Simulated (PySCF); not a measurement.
**Relaxation of quartet RuO₃⁻**

These are results of UB3LYP/[Ru def2-SVPD with ECP28, O def2-SVPD], scalar-relativistic core potentials, density fitting, no spin–orbit coupling, PySCF, not measurements. A (50,194) grid was used.

A hand-made T-shaped start, of C2v symmetry, held to at least that symmetry:

```xyz
4
charge -1 multiplicity 4, angstrom
Ru    0.0000    0.0000   -0.1952
O     0.0000    0.0000    1.5148
O     1.7090    0.0000   -0.1355
O    -1.7090    0.0000   -0.1355
```

Question: What forces act on the atoms at the start (eV/Å)?

Answer: 
```tsv
atom	Fx	Fy	Fz
Ru1	0.00	0.00	1.11
O2	0.00	0.00	3.45
O3	4.47	0.00	-2.28
O4	-4.47	0.00	-2.28
```

Question: What does it relax to?

Answer: It ends at D3h with Ru–O 1.751 Å (×3); O–Ru–O 120.0° (×3) (after a last refinement on a finer grid). A frequency run shows a minimum. Other isomers or separated fragments may lie lower.

Question: How much energy is released, and in how many steps?

Answer: 319.1 kJ/mol in 8 steps.

With open d or f shells other occupations or spin states may lie lower.
